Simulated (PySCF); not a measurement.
C₂HF₄, SMILES FC([CH]F)(F)F, multiplicity 2. Atoms are numbered in the order given.

```xyz
7

F      1.7860    -0.8823    -0.1271
C      1.0999     0.2330    -0.3193
C     -0.3528     0.1712     0.0120
F     -0.5732     0.0324     1.3361
F     -0.9547    -0.8598    -0.5947
F     -0.9406     1.3102    -0.3800
H      1.6598     1.1702    -0.2640
```
Charge 0, spin multiplicity 2.

Geometry optimised at B3LYP-D3(BJ)/def2-SVP. The isomer is the one that the SMILES or the coordinates give; other isomers of the formula were not compared.

Level of theory: PBE/pcH-1 (PySCF).

Unrestricted Kohn–Sham, ⟨S²⟩ = 0.753. Hyperfine tensors hold the contact and dipolar terms, without spin-orbit corrections.

Computed hyperfine couplings:
```json
[
 {"nucleus": "19F no. 1", "A(iso) (MHz)": "116.2", "A(iso) (G)": "41.5", "dipolar principal values (MHz)": "-314.6, -280.9, 595.5"},
 {"nucleus": "13C no. 2", "A(iso) (MHz)": "150.3", "A(iso) (G)": "53.6", "dipolar principal values (MHz)": "-80.5, -79.1, 159.6"},
 {"nucleus": "13C no. 3", "A(iso) (MHz)": "-23.9", "A(iso) (G)": "-8.5", "dipolar principal values (MHz)": "-3.6, -1.1, 4.7"},
 {"nucleus": "19F no. 4", "A(iso) (MHz)": "144.7", "A(iso) (G)": "51.6", "dipolar principal values (MHz)": "-86.3, -83.6, 169.8"},
 {"nucleus": "19F no. 5", "A(iso) (MHz)": "41.1", "A(iso) (G)": "14.7", "dipolar principal values (MHz)": "-32.1, -30.5, 62.6"},
 {"nucleus": "19F no. 6", "A(iso) (MHz)": "-1.3", "A(iso) (G)": "-0.5", "dipolar principal values (MHz)": "-23.7, -16.6, 40.3"},
 {"nucleus": "1H no. 7", "A(iso) (MHz)": "-45.8", "A(iso) (G)": "-16.3", "dipolar principal values (MHz)": "-34.6, -3.4, 38.0"}
]
```

### Question
And the g tensor (effective nuclear charges for spin-orbit coupling, GIAO)? (An estimate is asked for; the answer gives what the named calculation found.)

### Answer
principal values 2.0023, 2.0041, 2.0055; isotropic 2.0039.
